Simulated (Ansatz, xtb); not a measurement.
Relative energy of two structures of BCl2FHSi+

Structure X: a singlet given by its coordinates. Structure Y: `FB(Cl)[SiH+]Cl`, a singlet. Both are gas-phase species (loosely bound parts included), relaxed with PBE0-D3(BJ)/def2-SVP; the shapes shown needn't be the lowest conformers.

X (Å):

```xyz
6

B     0.0799   -1.1496   -1.3236
Cl    1.3634   -1.5872   -0.1454
Cl    1.6256    1.6157    1.2463
F    -0.7279   -0.2138   -0.8970
Si    0.4441    0.0730    1.7338
H     0.0218   -1.6981   -2.3809
```

Close contacts (Å): B1–Cl2 1.80, B1–F4 1.31, Cl2–Si5 2.67, Cl3–Si5 2.00, B1–H6 1.19.

Y (Å):

```xyz
6

B    -2.8239   -2.6644    0.8754
Cl   -3.9720   -2.8445   -0.3693
Cl   -1.7543    0.1950   -0.7650
F    -2.6614   -3.4507    1.8925
Si   -1.5523   -1.0358    0.7741
H    -0.4746   -0.6362    1.7125
```

Question: Which of the two would you expect CCSD(T)/def2-SVP + ΔMP2/def2-TZVPP electronic energies to favour?

Answer: Structure X; the calculation gives E(Y) − E(X) = +15.5 kJ/mol.

How the difference moves with the method:

```
                             level              geometry  E(Y) − E(X) (kJ/mol)  departure from the last row (kJ/mol)  job, with rough time for the two
              PBE0-D3(BJ)/def2-SVP  PBE0-D3(BJ)/def2-SVP                    +1.0                                 −14.5             optimisation, 2.9 min
                       HF/def2-SVP  PBE0-D3(BJ)/def2-SVP                   +16.9                                  +1.3           part of the CCSD(T) run
                      MP2/def2-SVP  PBE0-D3(BJ)/def2-SVP                    +6.7                                  −8.8           part of the CCSD(T) run
                  CCSD(T)/def2-SVP  PBE0-D3(BJ)/def2-SVP                   +17.2                                  +1.7                      single point
CCSD(T)/def2-SVP + ΔMP2/def2-TZVPP  PBE0-D3(BJ)/def2-SVP                   +15.5                                                      single point, 57 s
```

PBE0-D3(BJ)/def2-SVP finds them nearly level. The largest departure from CCSD(T)/def2-SVP + ΔMP2/def2-TZVPP is that of PBE0-D3(BJ)/def2-SVP, 14.5 kJ/mol. Levels run at GFN2-xTB geometries aren't shown. The last row adds to CCSD(T) the change of the MP2 difference between the two basis sets, here −1.7 kJ/mol.

With harmonic frequencies from PBE0-D3(BJ)/def2-SVP (ideal gas, rigid rotor, one conformer each, 298.15 K, 1 atm): on the last row, ΔE + ΔZPE = +14.7 kJ/mol. A mode under 50 cm⁻¹ makes harmonic enthalpies and free energies unreliable, so none is given.

The correlated steps freeze 17 core orbitals. Programs: Ansatz 0.2.0; the last row on 1 thread of AMD EPYC (Zen 3) on a shared host.
